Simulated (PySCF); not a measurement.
**From computed data to an observable: oscillator strength and radiative lifetime**

C₅H₇F, SMILES C/C=C/C=C\F.

The structure is a stationary point at B3LYP-D3(BJ)/def2-SVP. The structure was generated by enumeration; whether it is a known compound was not checked. The values are those of a single conformer.

PySCF with TDA-ωB97X/def2-SVPD puts the first singlet state with f over 0.02 at 6.24 eV (vertical), with the transition dipole (-0.132, -2.705, 0.000) in atomic units.

Find the oscillator strength, the wavelength and the radiative lifetime that this transition would have in vacuum if emission retraced absorption.


|μ|² = 7.3344 au, so |μ| = 6.88 D. ΔE = 6.24/27.211 = 0.2293 hartree. f = (2/3) ΔE |μ|² = 1.121 (the program prints 1.122).
λ = 1239.84/6.24 = 199 nm; ν = 50329 cm⁻¹.
Einstein's coefficient A = 0.6670 ν² f s⁻¹ (ν in cm⁻¹) = 1.9e9 s⁻¹, so τ = 1/A = 0.53 ns. This state is S1. The figure is the radiative limit of this one transition; relaxation, internal conversion, crossing to triplets and a medium change what is measured.
